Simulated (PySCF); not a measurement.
Method used: delta-SCF UKS SCAN, pcX-2 on the ionised atom, pcseg-1 elsewhere, spin-free X2C in PySCF. Geometries: GFN2-xTB; isolated species, one conformer each. Kα1 is taken as the energy difference of the 1s-hole and 2p3/2-hole states at the ground state's geometry. The 2p values add to the ΔSCF energy of one spin-free hole a correction within the shell (spin–orbit coupling, ligand field).

```json
{"site": "silicon in `c1ccnn1[SiH3]`", "Si 2p3/2 (eV)": "107.58"}
{"site": "silicon in `C[SiH2]/N=C/C#N`", "Si 2p3/2 (eV)": "107.13"}
{"site": "silicon in `C=NC[SiH2]C#N`", "Si 2p3/2 (eV)": "107.85"}
```

What are the Si 1s binding energies, and the Kα1 emission energies that follow?

```
                        site     bonded to  1s (eV)  2p3/2 (eV)  Kα1 = 1s − 2p3/2 (eV)
silicon in `C[SiH2]/N=C/C#N`  N, C and 2 H  1846.97      107.13                1739.84
  silicon in `c1ccnn1[SiH3]`     N and 3 H  1847.38      107.58                1739.80
  silicon in `C=NC[SiH2]C#N`   2 C and 2 H  1847.63      107.85                1739.78
```

Ranges: 1s 0.66 eV, 2p3/2 0.72 eV, Kα1 0.06 eV.
